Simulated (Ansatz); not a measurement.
These are PBE0-D4/def2-TZVP (Ansatz, a program for electronic structure) values and carry that method's errors. No frequencies were computed at this level.

Ansatz 0.2 input:
```yaml
crystal:
  periodic: [false, false, false]
  atoms:
    - { symbol: C, position_ang: [1.939247, -0.027512, 0.006458] }
    - { symbol: N, position_ang: [0.753733, -0.010767, 0.00238] }
    - { symbol: C, position_ang: [-0.543554, 0.007676, -0.001842] }
    - { symbol: H, position_ang: [-1.088071, -0.920209, -0.010643] }
    - { symbol: H, position_ang: [-1.061355, 0.950812, 0.003648] }
basis:
  gaussian: { orbitals: def2-tzvp }
hamiltonian:
  xc: pbe0
  dispersion: d4
relax:
  max_steps: 150
magnetization:
  spin_polarized: true
  initial_magnetization: 1
```

Output:

```
Functional definition: PBE0
603 factors; their error is unknown
mean field evaluation 1: about -3587.1992 eV, gradient 2.8e1 eV
mean field evaluation 2: about -3585.4840 eV, gradient 3.4e1 eV
mean field evaluation 4: about -3590.3832 eV, gradient 1.4e0 eV
mean field evaluation 8: about -3590.4060 eV, gradient 2.4e-1 eV
mean field evaluation 16: about -3590.4063 eV, gradient 1.2e-5 eV
mean field -3590.40625747 eV, -131.9449962972 hartree, gradient 1.2e-5 eV, S^2 0.765796; 0 other end points of the search recorded, 0 dependent functions left out
reference -3590.40627948 eV, -131.9449971062 hartree; 11, 10 occupied and 94, 95 virtual orbitals, 603 factors
relax step   1: F+E_penalty+E_count = -3590.45477934 eV  Δ(F+E_penalty+E_count) = +0.000e0 eV  max|allowed force component| = 1.697e0 eV/Å  Δτ_max = 0.0000 Å  (31 SCF iters, accepted)
these checks for a lower state are left out or cut short: starts, cluster_reference, orbital_swaps, neighbouring_geometries, increment
603 factors; their error is unknown
mean field -3590.42601856 eV, -131.9457225040 hartree, gradient 1.6e-5 eV, S^2 0.765342; 0 other end points of the search recorded, 0 dependent functions left out
reference -3590.42604062 eV, -131.9457233146 hartree; 11, 10 occupied and 94, 95 virtual orbitals, 603 factors
relax step   2: F+E_penalty+E_count = -3590.47445931 eV  Δ(F+E_penalty+E_count) = -1.968e-2 eV  max|allowed force component| = 7.340e-1 eV/Å  Δτ_max = 0.0113 Å  (37 SCF iters, accepted)
these checks for a lower state are left out or cut short: starts, cluster_reference, orbital_swaps, neighbouring_geometries, increment
603 factors; their error is unknown
mean field -3590.42997566 eV, -131.9458679247 hartree, gradient 1.3e-5 eV, S^2 0.764843; 0 other end points of the search recorded, 0 dependent functions left out
reference -3590.42999776 eV, -131.9458687368 hartree; 11, 10 occupied and 94, 95 virtual orbitals, 603 factors
relax step   3: F+E_penalty+E_count = -3590.47837629 eV  Δ(F+E_penalty+E_count) = -3.917e-3 eV  max|allowed force component| = 1.312e-1 eV/Å  Δτ_max = 0.0136 Å  (37 SCF iters, accepted)
these checks for a lower state are left out or cut short: starts, cluster_reference, orbital_swaps, neighbouring_geometries, increment
603 factors; their error is unknown
mean field evaluation 32: about -3590.4195 eV, gradient 6.6e-1 eV
mean field -3590.43057550 eV, -131.9458899683 hartree, gradient 2.6e-5 eV, S^2 0.764884; 0 other end points of the search recorded, 0 dependent functions left out
reference -3590.43059759 eV, -131.9458907803 hartree; 11, 10 occupied and 94, 95 virtual orbitals, 603 factors
relax step   4: F+E_penalty+E_count = -3590.47897358 eV  Δ(F+E_penalty+E_count) = -5.973e-4 eV  max|allowed force component| = 4.734e-2 eV/Å  Δτ_max = 0.0118 Å  (35 SCF iters, accepted)
these checks for a lower state are left out or cut short: starts, cluster_reference, orbital_swaps, neighbouring_geometries, increment
603 factors; their error is unknown
mean field -3590.43063134 eV, -131.9458920204 hartree, gradient 2.5e-5 eV, S^2 0.764842; 0 other end points of the search recorded, 0 dependent functions left out
reference -3590.43065343 eV, -131.9458928323 hartree; 11, 10 occupied and 94, 95 virtual orbitals, 603 factors
relax step   5: F+E_penalty+E_count = -3590.47903044 eV  Δ(F+E_penalty+E_count) = -5.686e-5 eV  max|allowed force component| = 7.480e-3 eV/Å  Δτ_max = 0.0015 Å  (37 SCF iters, accepted)
603 factors; their error is unknown
mean field evaluation 64: about -3590.4306 eV, gradient 4.5e-3 eV
mean field -3590.43063134 eV, -131.9458920204 hartree, gradient 2.5e-5 eV, S^2 0.764842; 1 other end points of the search recorded, 0 dependent functions left out
reference -3590.43065343 eV, -131.9458928323 hartree; 11, 10 occupied and 94, 95 virtual orbitals, 603 factors
Total energy: -3590.47905253 eV, -131.9476714663 hartree
Atom 0 at     1.950518    -0.027734     0.006581 Å, force     0.003901    -0.000103    -0.000326 eV/Å
Atom 1 at     0.770064    -0.010975     0.002479 Å, force    -0.002338     0.000117     0.000616 eV/Å
Atom 2 at    -0.558385     0.007940    -0.001869 Å, force    -0.007480     0.000070    -0.000267 eV/Å
Atom 3 at    -1.094548    -0.930731    -0.010821 Å, force     0.003063     0.007019     0.000042 eV/Å
Atom 4 at    -1.067648     0.961499     0.003631 Å, force     0.002853    -0.007102    -0.000066 eV/Å
Dipole moment:    -0.699731     0.009953    -0.002352 e Å
```

Cost: very roughly 25 core-seconds.
